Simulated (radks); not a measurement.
Spherical quantum dot in the effective-mass picture: electrons in a well V = -V0 / (1 + exp((r - R)/a)) with V0 = 18, R = 3.41, a = 0.38, with a point charge +2 (a donor) at the centre, all in effective atomic units (hartree* = m*/eps^2 hartree, bohr* = eps/m* bohr), one dielectric constant everywhere. Calculated with a radial shooting solver with Libxc functionals: non-relativistic Kohn-Sham, PBE, spin-polarised, spherical densities. Levels are named by radial order and angular momentum (1s, 1p, 1d, 2s, ...), and open shells are averaged over m. Results are scaled to m* = 0.412 and eps = 6.2, for which hartree* = 291.7 meV and bohr* = 0.7963 nm. Each electron was tried in the lowest free levels, single moves between levels near the top were tried too, and the lowest total energy was kept; such a search can miss a lower state. The series stops at N = 38: beyond it a trial failed or the search could not be trusted, so later rows were left out. At N = 1 the Hartree and exchange-correlation terms need not cancel, so that row can carry a self-interaction error.

N,open shells,2S,E (meV),mu = E(N) - E(N-1) (meV),addition energy mu(N+1) - mu(N) (meV),e(HOMO) (meV)
1,"1s(up 1, down 0)",1,-5819.85,-5819.8,340.2,-5683.7
2,none,0,-11299.5,-5479.6,602.2,-5370.5
3,"1p(up 1, down 0)",1,-16176.9,-4877.5,131.1,-4813.8
4,"1p(up 2, down 0)",2,-20923.3,-4746.4,137.1,-4678.1
5,"1p(up 3, down 0)",3,-25532.6,-4609.3,183.2,-4540.5
6,"1p(up 3, down 1)",2,-29958.8,-4426.1,123.2,-4365.9
7,"1p(up 3, down 2)",1,-34261.7,-4303.0,127.9,-4239.4
8,none,0,-38436.8,-4175.1,222.5,-4110.7
9,"2s(up 1, down 0)",1,-42389.4,-3952.5,156.5,-3886.4
10,none,0,-46185.3,-3796.0,207.0,-3726.7
11,"1d(up 1, down 0)",1,-49774.3,-3589.0,117.2,-3530.4
12,"1d(up 2, down 0)",2,-53246.1,-3471.8,117.3,-3413.1
13,"1d(up 3, down 0)",3,-56600.6,-3354.5,117.2,-3295.9
14,"1d(up 4, down 0)",4,-59837.9,-3237.3,116.8,-3178.8
15,"1d(up 5, down 0)",5,-62958.4,-3120.5,147.8,-3062.2
16,"1d(up 5, down 1)",4,-65931.1,-2972.6,112.6,-2916.4
17,"1d(up 5, down 2)",3,-68791.1,-2860.1,112.9,-2803.7
18,"1d(up 5, down 3)",2,-71538.3,-2747.2,112.9,-2690.8
19,"1d(up 5, down 4)",1,-74172.7,-2634.3,112.7,-2577.9
20,none,0,-76694.3,-2521.6,316.3,-2465.3
21,"1f(up 1, down 0)",1,-78899.6,-2205.3,108.0,-2151.3
22,"1f(up 2, down 0)",2,-80996.9,-2097.3,107.9,-2043.3
23,"1f(up 3, down 0)",3,-82986.2,-1989.4,107.8,-1935.4
24,"1f(up 4, down 0)",4,-84867.8,-1881.6,107.6,-1827.7
25,"1f(up 5, down 0)",5,-86641.7,-1773.9,107.4,-1720.2
26,"1f(up 6, down 0)",6,-88308.3,-1666.6,107.1,-1612.9
27,"1f(up 7, down 0)",7,-89867.7,-1559.4,135.2,-1505.9
28,"1f(up 7, down 1)",6,-91291.9,-1424.2,104.8,-1371.8
29,"1f(up 7, down 2)",5,-92611.3,-1319.4,104.8,-1267.0
30,"1f(up 7, down 3)",4,-93825.9,-1214.6,104.7,-1162.3
31,"1f(up 7, down 4)",3,-94935.8,-1109.9,104.6,-1057.6
32,"1f(up 7, down 5)",2,-95941.2,-1005.4,104.4,-953.16
33,"1f(up 7, down 6)",1,-96842.2,-900.99,104.2,-848.86
34,none,0,-97639.0,-796.79,314.8,-744.76
35,"2p(up 1, down 0)",1,-98121.0,-481.98,110.8,-424.83
36,"2p(up 1, down 0) 1g(up 1, down 0)",2,-98492.2,-371.22,101.0,-320.73
37,"2p(up 1, down 0) 1g(up 2, down 0)",3,-98762.5,-270.27,99.97,-217.65
38,"1g(up 4, down 0)",4,-98932.8,-170.31,-,-121.55

All shells are closed at N = 2, 8, 10, 20, 34 (there: 1s2 1p6 1d10 2s2 1f14); the second difference of the energy has clear peaks (12 % above both neighbours; the first and last values, which can be the largest, are not judged, and half-filled shells can peak too) at N = 2, 5, 8, 10, 15, 20, 27, 34.
